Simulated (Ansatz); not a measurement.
FHZn (SMILES [F][ZnH]) moved off its minimum; all values from Ansatz (a quantum-chemistry and plane-wave program), cores frozen in correlated methods.
(charge 0, multiplicity 1)
```xyz
3

Zn    -0.0741    -0.0706    -0.3526
H      0.0124     0.0339    -1.9964
F      0.0185    -0.0569     1.3069
```

Forces at PBE/def2-TZVPP (eV/Å):

| atom | Fx | Fy | Fz |
|---|---|---|---|
| Zn1 | 0.148 | 0.229 | -4.563 |
| H2 | -0.199 | -0.178 | 1.591 |
| F3 | 0.051 | -0.051 | 2.972 |

Problem. Give the forces (eV/Å), the total energy and the dipole at CCSD(T)/def2-TZVPPD.

Solution. 
```
atom      Fx      Fy      Fz
----  ------  ------  ------
Zn1    0.142   0.220  -4.364
H2    -0.191  -0.173   1.620
F3     0.048  -0.047   2.743
```
Energy -1878.6291 hartree, dipole 1.58 D.
